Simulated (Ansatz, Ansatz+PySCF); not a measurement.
```xyz
5

C     0.0000    0.0000   -1.3903
Br    0.0000    0.0000    0.3849
H     0.0000   -0.9563   -1.7093
H    -0.8282    0.4782   -1.7093
H     0.8282    0.4782   -1.7093
```

RHF-MP2 on singlet CH3Br was run in several spherical basis sets with Ansatz (development build ahead of 0.2.0). Frozen core: 10 orbitals. Caution for RHF-MP2: no unrestricted run beside it, a lower state can exist.

**Question.** Rank the basis sets by the total energy that they give, lowest first, with the distance from the lowest.
A. cc-pVDZ
B. def2-TZVP
C. def2-SVP
D. 6-31G(d)
E. cc-pVTZ

**Answer.** E (0.00 eV), B (0.16 eV), A (6.24 eV), D (11.14 eV), C (12.05 eV).

Totals follow the description of the cores as much as that of the bonds, so this order isn't one of quality for chemistry.
